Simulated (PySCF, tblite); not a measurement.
C6H16P2.
Atom-mapped SMILES: `[CH3:1][CH:2]([CH3:3])[CH2:4][P:5]([CH3:6])[CH2:7][PH2:8]` (hydrogens: H9, H10, H11 on C1; H12 on C2; H13, H14, H15 on C3; H16, H17 on C4; H18, H19, H20 on C6; H21, H22 on C7; H23, H24 on P8)

Computed geometry: GFN2-xTB, gas phase.

Q: Give the optimised bond lengths and angles.

A: 
| bond | length (Å) | order |
| --- | --- | --- |
| C1–C2, C2–C3 | 1.526 | single |
| C2–C4 | 1.529 | single |
| C4–P5 | 1.861 | single |
| P5–C6 | 1.852 | single |
| P5–C7 | 1.867 | single |
| C7–P8 | 1.858 | single |
| C1–H9 and 5 like bonds | 1.088 | single |
| C2–H12 | 1.096 | single |
| C4–H16, C4–H17 | 1.095 | single |
| C6–H18, C6–H19, C6–H20 | 1.089 | single |
| C7–H21, C7–H22 | 1.095 | single |
| P8–H23, P8–H24 | 1.394 | single |

Bonds in one row agree within 0.01 Å and their mean is given. Orders are formal, as drawn. A selection of angles:
| angle | degrees |
| --- | --- |
| C2–C1–H9 | 110.3 |
| C2–C1–H10 | 110.5 |
| H9–C1–H10 | 108.3 |
| C1–C2–C3 | 110.5 |
| C1–C2–C4 | 110.0 |
| C1–C2–H12 | 108.4 |
| C3–C2–C4 | 110.6 |
| C3–C2–H12 | 108.6 |
| C4–C2–H12 | 108.8 |
| H13–C3–H14 | 108.6 |
| C2–C4–P5 | 113.0 |
| C2–C4–H16 | 110.3 |
| P5–C4–H16 | 108.8 |
| P5–C4–H17 | 107.5 |
| H16–C4–H17 | 108.0 |
| C4–P5–C6 | 98.7 |
| C4–P5–C7 | 97.3 |
| C6–P5–C7 | 96.8 |
| P5–C6–H18 | 111.4 |
| P5–C6–H19 | 108.8 |
| H18–C6–H19 | 109.6 |
| H19–C6–H20 | 108.2 |
| P5–C7–P8 | 113.6 |
| P5–C7–H21 | 111.5 |
| P5–C7–H22 | 108.2 |
| P8–C7–H21 | 109.0 |
| P8–C7–H22 | 106.6 |
| H21–C7–H22 | 107.7 |
| C7–P8–H23 | 95.3 |
| C7–P8–H24 | 96.6 |
| H23–P8–H24 | 91.4 |

Torsions: C1–C2–C4–P5 175° (antiperiplanar); C2–C4–P5–C6 -81° (synclinal); C4–P5–C7–P8 -88° (synclinal). The mirror-image conformer, all signs reversed, is as good.

P5 (phosphine phosphorus) is pyramidal (angles 98.7°, 97.3° and 96.8°, sum 292.8°, 0.92 Å off the plane of its three neighbours). P8 (phosphine phosphorus) is pyramidal (angles 96.6°, 95.3° and 91.4°, sum 283.3°, 0.80 Å off the plane of its three neighbours). Of the pairs four or more bonds apart, P5···H13 is among the closest relative to their van der Waals radii: 2.76 Å, 92 % of the sum of Bondi's values.

Point group: C1 (no symmetry element, even within 0.4 Å). Its GFN2-xTB frequencies are all real (lowest 18 cm⁻¹). The numbers are those of one conformer (C1–C2–C4–P5 175°, C2–C4–P5–C6 -81°, C4–P5–C7–P8 -88°, P5–C7–P8–H -48° and 44°).
